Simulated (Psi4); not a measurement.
Al (SMILES [Al+]), charge +1, singlet.

The Psi4 input:
```
memory 2 GB

molecule mol {
1 1
Al    0.000000    0.000000    0.000000
}

set {
  basis def2-tzvpd
  reference rks
}

energy('m06-2x')
print_variables()
```

Predict the total energy from Psi4 1.11 with M06-2X/def2-TZVPD.

-242.1310 Eh

What is the computed number of basis functions (M06-2X/def2-TZVPD)?

43
